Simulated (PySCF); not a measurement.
Input of a response calculation (the driver script's job line, then coordinates in Å):

```
{"job": {"kind": "uv", "xc": "B3LYP", "basis": "def2-SVPD", "ip": false, "nstates": 15}, "charge": 0, "multiplicity": 1}
Ge    -1.749356    -0.017856    -0.768836
Cl    -3.720061    -0.050356    -1.587686
N     -0.470719     0.153940    -2.077993
Ge     1.235426     0.154233    -1.420190
Cl     2.738492     0.334766    -2.926285
N      1.461121    -1.426226    -0.511425
Ge     0.289898    -1.593057     0.890780
Cl     0.625442    -3.402280     1.973644
N     -1.394088    -1.565135     0.151833
N      0.478293    -0.136920     1.991730
Ge     0.134874     1.456649     1.117693
Cl     0.251472     3.043623     2.544508
N     -1.537439     1.415548     0.353986
N      1.330775     1.594679    -0.261740
H     -0.636172     0.966274    -2.673733
H      2.434700    -1.619527    -0.280101
H     -1.593924    -2.402349    -0.396681
H      0.000603    -0.235535     2.887232
H     -2.290628     1.534169     1.030840
H      2.273702     1.809512     0.061776
```

The program printed, after the SCF cycles:

```
converged SCF energy = -10479.7202748915

Static polarisability (au): isotropic 199.075, principal 198.027 198.840 200.359

Singlet excitations
state   eV       nm        f      main configurations
  1   4.7787    259.5   0.00494   H->L 0.98
  2   4.8520    255.5   0.01445   H-1->L 0.98
  3   5.3490    231.8   0.00471   H-2->L 0.98
  4   5.4942    225.7   0.02500   H-3->L 0.97
  5   5.8703    211.2   0.00873   H->L+1 0.94
  6   5.9138    209.7   0.00711   H-4->L 0.66, H-1->L+1 0.28
  7   5.9520    208.3   0.04154   H-1->L+1 0.67, H-4->L 0.28
  8   6.0254    205.8   0.02208   H-5->L 0.91
  9   6.3251    196.0   0.00067   H-6->L 0.39, H->L+3 0.22, H->L+2 0.13
 10   6.3352    195.7   0.00072   H->L+3 0.32, H-6->L 0.19, H->L+4 0.12
 11   6.3585    195.0   0.00057   H-7->L 0.65, H-8->L 0.17, H->L+3 0.08
 12   6.3680    194.7   0.00054   H-6->L 0.31, H-8->L 0.23, H->L+2 0.18
 13   6.3887    194.1   0.00070   H-8->L 0.46, H->L+2 0.14, H-7->L 0.10
 14   6.4201    193.1   0.00986   H-2->L+1 0.82
 15   6.4725    191.6   0.00745   H-1->L+2 0.53, H->L+2 0.14, H-1->L+4 0.11

Triplet excitations (Tamm-Dancoff, eV): 4.6724 4.7347 5.2088 5.3302
```

The calculation used PySCF, TDDFT B3LYP/def2-SVPD, vertical, gas phase, core orbitals frozen in the response. Geometry: PBE0-D3(BJ)/def2-SVP, one conformer, isolated molecule. Relativistic effects, spin–orbit coupling among them, are left out although an element past zinc is present.

Q: Which orbital energies lie behind H and L?

A: HOMO -7.61 eV and LUMO -1.94 eV, a gap of 5.67 eV; state 1 differs from that by -0.89 eV.

Q: What transition dipole goes with state 7?

A: |μ|² = 3f / (2ΔE) = 3 × 0.0415 / (2 × 0.2187) = 0.285 au, so |μ| = 1.36 D.

Q: Give the mean polarisability in Å³.

A: 199.08 au × 0.148185 = 29.50 Å³.

Q: What is the total energy of state 10 at this geometry?

A: -10479.72027 + 0.23281 = -10479.48746 hartree.

Q: How many basis functions and electrons does this run hold?

A: 428 basis functions for 244 electrons in 122 doubly occupied orbitals.

H and L stand for HOMO and LUMO.
